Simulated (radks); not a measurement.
Effect of the nuclear size on the ytterbium ion Yb3+, [Xe] 4f13. All-electron calculation, Dirac Kohn-Sham, PBE, spin-unpolarised, spherical densities, finite nucleus; open shells are shared between the two j in proportion to 2j + 1; Fermi nuclear charge, rms radius 5.3108 fm. Program: a radial shooting solver on a logarithmic mesh with Libxc functionals. The rms radius is varied about that value; shifts are against it.

rms radius (fm)  total energy shift (eV)  density at nucleus (e/bohr^3)  1s1/2 shift (meV)  2s1/2 shift (meV)  5s1/2 shift (meV)  5p1/2 shift (meV)  4f7/2 shift (meV)  6s1/2 (empty) shift (meV)
4.5832                             -10.2                      1.074e+06              -4150               -564              -4.78              0.113              0.557                     -0.794
4.8063                             -7.16                      1.059e+06              -2920               -397              -3.37              0.080              0.392                     -0.559
5.3108                                 0                      1.027e+06              0.000              0.000              0.000              0.000              0.000                      0.000
5.5445                              3.48                      1.013e+06               1420                193               1.64             -0.039             -0.191                      0.272
6.3995                              17.1                      9.693e+05               6980                948               8.04             -0.189             -0.937                       1.33

Slopes of the eigenvalues against <r^2> in GHz/fm^2, as finite differences over the two radii next to the reference (eigenvalue slopes, not the field-shift constants of lines): 1s1/2 137000, 2s1/2 18700, 5s1/2 158, 5p1/2 -3.75, 4f7/2 -18.5, 6s1/2 (empty) 26.3.
